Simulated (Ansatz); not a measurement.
Cost and result for the atomization energy of `C1[NH][SnH2][SiH2]1` (11 atoms, 11 bonds).

| atom | x (Å) | y (Å) | z (Å) |
| --- | --- | --- | --- |
| C1 | -0.147 | -0.374 | -1.182 |
| N2 | -0.873 | -0.916 | -0.028 |
| Sn3 | -0.382 | 0.265 | 1.581 |
| Si4 | 1.271 | 0.583 | -0.333 |
| H5 | 0.214 | -1.167 | -1.850 |
| H6 | -0.729 | 0.327 | -1.799 |
| H7 | -1.798 | -1.263 | -0.241 |
| H8 | -1.542 | 1.472 | 1.977 |
| H9 | -0.125 | -0.678 | 2.984 |
| H10 | 2.543 | -0.178 | -0.217 |
| H11 | 1.568 | 1.929 | -0.892 |

The species carries charge 0 and has multiplicity 1. Correlated methods include outer-core shells of Sn, which these sets cover unevenly. Sn takes the def2 core potential. The geometry is a stationary point of PBE0-D4/def2-TZVP. Program: Ansatz. All runs use 4 threads of an Arm Neoverse V1 on a shared host. Times are those of one run each, without the atoms' runs, and a repeat can differ threefold. Electronic energies, without spin–orbit coupling; frozen cores. CCSD(T)/CBS adds CCSD(T) − MP2 in def2-TZVPP to the MP2 limit, and its time is that of the two runs behind it. T1 = 0.013. With those shells the extrapolation isn't a true limit. B3LYP takes the VWN-RPA correlation (the form of Gaussian; ORCA's B3LYP/G).

CCSD(T)/CBS is a level of theory with its own doubt, some kJ/mol a heavy atom from the limit and from the frozen cores, so smaller differences don't rank the functionals.

```tsv
level	functions	wall time
PBE-D4/def2-TZVPP (with forces)	252	2.9 s
PBE0-D4/def2-TZVPP	252	3.5 s
B3LYP-D4/def2-TZVPP (with forces)	252	5.5 s
r2SCAN-D4/def2-TZVPP (with forces)	252	6 s
B2PLYP/def2-TZVPP	252	7 s
ωB97X-V/def2-TZVPP	252	9.5 s
ωB97M-V/def2-TZVPP (with forces)	252	14 s
MP2/def2-QZVPP	476	27 s
CCSD(T)/def2-TZVPP	252	3.7 min
CCSD(T)/CBS(def2)	–	4.2 min
```

**Question.** What atomization energy does each give, and how far from CCSD(T)/CBS? (Best estimate.)

**Answer.** The calculation gave: 
| level | atomization (kJ/mol) | difference from CCSD(T)/CBS | per bond |
| --- | --- | --- | --- |
| PBE-D4/def2-TZVPP (with forces) | 3412.7 | 18.1 | 1.6 |
| PBE0-D4/def2-TZVPP | 3365.7 | -28.9 | -2.6 |
| B3LYP-D4/def2-TZVPP (with forces) | 3373.6 | -21.0 | -1.9 |
| r2SCAN-D4/def2-TZVPP (with forces) | 3366.2 | -28.4 | -2.6 |
| B2PLYP/def2-TZVPP | 3321.8 | -72.8 | -6.6 |
| ωB97X-V/def2-TZVPP | 3412.2 | 17.6 | 1.6 |
| ωB97M-V/def2-TZVPP (with forces) | 3383.7 | -10.9 | -1.0 |
| MP2/def2-QZVPP | 3345.1 | -49.5 | -4.5 |
| CCSD(T)/def2-TZVPP | 3288.5 | -106.1 | -9.6 |
| CCSD(T)/CBS(def2) | 3394.6 | 0.0 | 0.0 |

In def2-TZVPP, CCSD(T) changes the Hartree–Fock value by +946.3 kJ/mol (the triples alone add +53.5 kJ/mol) and MP2 by +939.5 kJ/mol; breaking electron pairs costs correlation energy, which Hartree–Fock lacks. From PBE to PBE0 (25 % exact exchange), in def2-TZVPP and without D4, the atomization energy moves by −43.0 kJ/mol: exact exchange takes away binding that semilocal exchange gives to molecules. The D4 term adds +42.6 kJ/mol with B3LYP and +22.2 kJ/mol with PBE0; it sums over pairs of atoms, weighted by their polarisabilities, and B3LYP, whose exchange is more repulsive, gets the larger term.

Spin–orbit coupling would lower the free Sn atoms strongly, and the atomization energy with them, by more than many differences here. For some Ge, Se and Sn compounds the MP2-based and the directly extrapolated limit differ by 10 to 25 kJ/mol.
